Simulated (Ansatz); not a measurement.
Geometry optimisation, RKS B3LYP/def2-SVP (Ansatz 0.2.0).

input.yaml

```yaml
crystal:
  periodic: [false, false, false]
  atoms:
    - { symbol: Sn, position_ang: [-1.05208, 0.149266, 0.492291] }
    - { symbol: H, position_ang: [1.730356, 0.046944, 1.437404] }
    - { symbol: H, position_ang: [1.875486, 0.209174, 0.752223] }
    - { symbol: H, position_ang: [-0.224341, 1.118225, -0.765172] }
    - { symbol: O, position_ang: [-0.999273, -1.50615, -0.662976] }
    - { symbol: H, position_ang: [-1.392148, -2.26206, -0.202869] }
basis:
  gaussian: { orbitals: def2-SVP }
hamiltonian:
  xc: b3lyp
relax:
  f_tol: 0.03
  max_steps: 50
```

Command:

```bash
$ ansatz run input.yaml --threads 1 --pin off --max-ram 2048MiB --backend cpu --events-out ev --progress --plain --runs-dir out
```

Task: Where does it end, and by what steps?

Result: The forces met the threshold. The force dipped under the threshold on the way, but the program's further checks kept it going. After 6 steps the energy has fallen by 0.038 eV; H3 moved furthest, 0.10 Å.

```csv
step,energy less start (eV),largest force component (eV/Å),accepted
0,0.0000,1.689,yes
1,-0.0346,0.141,yes
2,0.0162,1.424,no
3,-0.0374,0.029,yes
4,-0.0382,0.032,yes
5,-0.0383,0.033,yes
6,-0.0384,0.006,yes
```

```xyz
6
Properties=species:S:1:pos:R:3
Sn -1.047 0.121 0.488
H 1.813 0.042 1.480
H 1.894 0.307 0.770
H -0.214 1.085 -0.772
O -1.047 -1.525 -0.683
H -1.462 -2.275 -0.232
```

The run took 16 s on 1 thread of Arm Neoverse V1, with other jobs on the host, peak memory 0.11 GiB.
